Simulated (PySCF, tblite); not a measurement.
Species: C4H9FO3Si.
Z-matrix (Å and degrees, GFN2-xTB geometry), rows numbered from 1:
```
C 
O   1  1.4031
Si  2  1.6228  1  128.52
O   3  1.6250  2  110.74  1    53.98
C   3  1.8910  2  110.22  1   -67.93
C   5  1.3177  3  123.99  2   116.52
F   6  1.3486  5  122.43  3  -179.67
O   3  1.6199  2  107.81  1   169.33
C   8  1.4010  3  128.53  2    56.82
H   1  1.0922  2  110.65  3    65.59
H   1  1.0903  2  107.54  3  -174.72
H   1  1.0909  2  110.49  3   -55.04
H   4  0.9534  3  119.18  2   144.00
H   5  1.0824  3  119.01  2   -62.82
H   6  1.0794  5  126.13  3     0.25
H   9  1.0921  8  110.40  3    69.52
H   9  1.0902  8  107.58  3  -171.25
H   9  1.0902  8  110.79  3   -51.47
```

Theory: PBE0/pcSseg-1 in PySCF (dipole) on a GFN2-xTB geometry, gas phase.

Take the most abundant isotopes and a rigid rotor. The values belong to one conformer with, in the numbering `[CH3:1][O:2][Si:3]([OH:4])(/[CH:5]=[CH:6]/[F:7])[O:8][CH3:9]`, C1–O2–Si3–O4 54°, O2–Si3–O4–H 144°, O2–Si3–C5–C6 117°, O2–Si3–O8–C9 57°.

What are A, B and C (MHz)?

Ia = 322.84, Ib = 570.28, Ic = 694.55 u·Å²; 505379 MHz·u·Å²/I gives A = 1565, B = 886.2, C = 727.6 MHz.

What kind of rotor is it?

An asymmetric top; Ray's κ = -0.621.

Is it planar, by Δ = Ic − Ia − Ib?

Not planar: Δ = Ic − Ia − Ib = -198.57 u·Å². For a rigid frame Δ = −2 Σ m c², so Σ m c² = 99.28 u·Å² lies off the ab plane: 17.45 from hydrogen and 81.84 from heavier atoms. The atom farthest from that plane is 2.51 Å away.

Give the coordinates in the principal-axis frame, origin at the centre of mass.

The sense of each axis is arbitrary; atoms in the order of the calculation.
| atom | mass (u) | a (Å) | b (Å) | c (Å) |
| --- | --- | --- | --- | --- |
| C1 | 12.000 | -1.025 | 2.496 | -0.723 |
| O2 | 15.995 | -1.322 | 1.131 | -0.599 |
| Si3 | 27.977 | -0.547 | 0.003 | 0.273 |
| O4 | 15.995 | -0.414 | 0.465 | 1.825 |
| C5 | 12.000 | 1.170 | -0.318 | -0.454 |
| C6 | 12.000 | 2.297 | -0.075 | 0.184 |
| F7 | 18.998 | 3.505 | -0.310 | -0.367 |
| O8 | 15.995 | -1.465 | -1.332 | 0.286 |
| C9 | 12.000 | -1.949 | -2.069 | -0.803 |
| H10 | 1.008 | -0.066 | 2.638 | -1.225 |
| H11 | 1.008 | -1.819 | 2.953 | -1.315 |
| H12 | 1.008 | -0.982 | 2.969 | 0.260 |
| H13 | 1.008 | -0.480 | -0.191 | 2.513 |
| H14 | 1.008 | 1.249 | -0.717 | -1.457 |
| H15 | 1.008 | 2.390 | 0.326 | 1.182 |
| H16 | 1.008 | -1.130 | -2.585 | -1.307 |
| H17 | 1.008 | -2.655 | -2.804 | -0.415 |
| H18 | 1.008 | -2.454 | -1.418 | -1.516 |

Where do the levels up to J = 5 lie, in cm⁻¹?

Above 0(0,0):
J = 1: 1(0,1) 0.0538, 1(1,1) 0.0765, 1(1,0) 0.0818
J = 2: 2(0,2) 0.1607, 2(1,2) 0.1789, 2(1,1) 0.1947, 2(2,1) 0.2627, 2(2,0) 0.2635
J = 3: 3(0,3) 0.3190, 3(1,3) 0.3319, 3(1,2) 0.3636, 3(2,2) 0.4242, 3(2,1) 0.4282, 3(3,1) 0.5512, 3(3,0) 0.5513
J = 4: 4(0,4) 0.5271, 4(1,4) 0.5353, 4(1,3) 0.5876, 4(2,3) 0.6389, 4(2,2) 0.6501, 4(3,2) 0.7679, 4(3,1) 0.7685, 4(4,1) 0.9438, 4(4,0) 0.9438
J = 5: 5(0,5) 0.7836, 5(1,5) 0.7883, 5(1,4) 0.8655, 5(2,4) 0.9062, 5(2,3) 0.9300, 5(3,3) 1.0392, 5(3,2) 1.0413, 5(4,2) 1.2148, 5(4,1) 1.2148, 5(5,1) 1.4408, 5(5,0) 1.4408

Which types of transition are allowed, and where do some lines up to J = 5 fall?

The dipole components are |μa| = 0.73 D, |μb| = 0.16 D, |μc| = 0.00 D. Intensities carry the squares of the components, which stand as 1.00 : 0.05 : 0.00 (a : b : c). Some lines, for components of 0.1 D or more:

```csv
type,branch,"J(Ka,Kc)",MHz,lower level (cm⁻¹)
a,R,"1(0,1) ← 0(0,0)",1614,0.000
b,Q,"2(2,1) ← 2(1,2)",2513,0.179
b,R,"2(0,2) ← 1(1,1)",2524,0.076
b,Q,"3(2,2) ← 3(1,3)",2766,0.332
a,R,"2(1,2) ← 1(1,1)",3069,0.076
b,Q,"3(3,1) ← 3(2,2)",3807,0.424
b,R,"3(0,3) ← 2(1,2)",4201,0.179
b,Q,"4(4,1) ← 4(3,2)",5272,0.768
b,R,"5(1,4) ← 4(2,3)",6794,0.639
b,R,"3(3,1) ← 2(2,0)",8624,0.264
b,R,"3(3,0) ← 2(2,1)",8651,0.263
b,R,"5(2,3) ← 4(1,4)",11833,0.535
```

Estimate the classical rotational partition function at 10 K, 25 K and 298.15 K.

Point group C1, symmetry number σ = 1; q = (√π/σ)·√((kT/h)³/(ABC)), k/h = 20836.6 MHz/K: 5310 at 10 K, 21000 at 25 K, 864000 at 298.15 K.

Its GFN2-xTB frequencies are all real (lowest 26 cm⁻¹). Zero-point vibration and centrifugal distortion are left out. A rigid rotor knows nothing of internal rotation, which can split or shift real lines.
